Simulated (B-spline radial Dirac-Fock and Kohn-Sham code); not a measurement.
# How the settings move the core levels of Zr⁷⁺

ΔSCF core binding energies without Breit or QED terms, calculated with a radial B-spline solver. Keys: rel is the Hamiltonian (dirac, or spin-free x2c and nr, where L3 and M5 stand for the whole 2p and 3d shells), method is hf or an exchange,correlation pair (spin-unpolarised, also for the hole states), nuc the nuclear model, radius_factor scales its radius, rmax is the box in bohr, h the logarithmic mesh step, order the B-spline order, points the quadrature points per cell, c_factor scales the speed of light, and damp, ndamp, maxit and tol steer the iteration. The run stops when the commutator error falls below 10·tol·max(1, Z/10), or the numerical noise floor, and the energy has settled to about 1e-8 Ha; the virial ratio is −V/T.

Base input:

```json
{"items": [{"Z": 40, "q": 7, "cfg": [[1, 0, 2], [2, 0, 2], [2, 1, 6], [3, 0, 2], [3, 1, 6], [3, 2, 10], [4, 0, 2], [4, 1, 3]], "A": 90, "rrms": 4.2694, "do": "settings", "holes": ["K", "L3", "M5"],
  "settings": [{"rel": "dirac", "method": "hf", "nuc": "fermi", "radius_factor": 1.0, "rmax": 45.0, "h": 0.3, "order": 8, "points": 10, "c_factor": 1.0, "maxit": 60, "damp": 0.5, "ndamp": 3, "tol": 1e-08}]}]}
```

The ground state converged in 9 iterations, with total energy -3583.75131 Ha, virial ratio 1.96730 and highest orbital energy -131.65 eV. ΔSCF binding energies: K (1s) 18168.3 eV, L3 (2p3/2) 2349.6 eV, M5 (3d5/2) 299.0 eV.

Changes from the base run:

```csv
changed setting,Δ total energy (Ha),Δ K (eV),Δ L3 (eV),Δ M5 (eV),iterations
tol = 0.0001,0.00000,0.00,0.00,0.00,8
c_factor = 5.0,+55.87168,-386.67,+4.10,+3.92,9
rmax = 60.0,0.00000,0.00,0.00,0.00,9
"method = "b88,"; nuc = "sphere"; c_factor = 5.0",?,?,?,?,?
order = 7,+0.00001,0.00,0.00,0.00,9
"method = "b88,"; rmax = 60.0; tol = 0.0001",-0.36518,+23.62,-11.52,-0.96,8
"method = "b88,"",-0.36518,+23.62,-11.52,-0.96,9
```

Problem. What does the change method = "b88,"; nuc = "sphere"; c_factor = 5.0 do?

Solution. The total energy moves by +55.84795 Ha and the binding energies by K -365.87 eV, L3 -7.59 eV, M5 +2.95 eV; the run takes 8 iterations.
